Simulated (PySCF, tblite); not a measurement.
Isomers of C4H4NO2S (doublet state), one GFN2-xTB conformer each. Single-point energies are computed at B3LYP/pcH-1 (PySCF, gas phase, no added dispersion term), electronic only. GFN2-xTB treats the open shell by occupation alone, and not every SCF solution was tested for stability.

```json
{"SMILES": "NC(=O)[C@H]1S[CH]C1=O", "GFN2-xTB relative energy (kJ/mol)": "0.0"}
{"SMILES": "[NH]C(=O)[C@@H]1SCC1=O", "GFN2-xTB relative energy (kJ/mol)": "77.6"}
```

Conformers: `[NH2:1][C:2](=[O:3])[C@H:4]1[S:5][CH:6][C:7]1=[O:8]` (doublet state) with H–N1–C2–O3 -165° and -6°, N1–C2–C4–S5 -155°; `[NH:1][C:2](=[O:3])[C@@H:4]1[S:5][CH2:6][C:7]1=[O:8]` (doublet state) with H–N1–C2–O3 6°, N1–C2–C4–S5 7°, C2–C4–S5–C6 -101°, C4–S5–C6–C7 -9°, S5–C6–C7–O8 -167°, C2–C4–C7–C6 89°.

Question: What does B3LYP/pcH-1 give for the same structures?

Answer: 
```
                SMILES  B3LYP/pcH-1 E (Eh)  B3LYP/pcH-1 (kJ/mol)  GFN2-xTB (kJ/mol)  point group
 NC(=O)[C@H]1S[CH]C1=O          -758.20678                   0.0                0.0           C1
[NH]C(=O)[C@@H]1SCC1=O          -758.14795                 154.5               77.6           C1
```

Both levels put the same isomer lowest. 

Question: What happens when harmonic zero-point energies from GFN2-xTB frequencies are added?

Answer: 
```csv
SMILES,ZPE (kJ/mol),electronic (kJ/mol),with ZPE (kJ/mol)
NC(=O)[C@H]1S[CH]C1=O,201.0,0.0,0.0
[NH]C(=O)[C@@H]1SCC1=O,199.4,154.5,152.9
```

The zero-point energies span 1.6 kJ/mol. The order is unchanged.
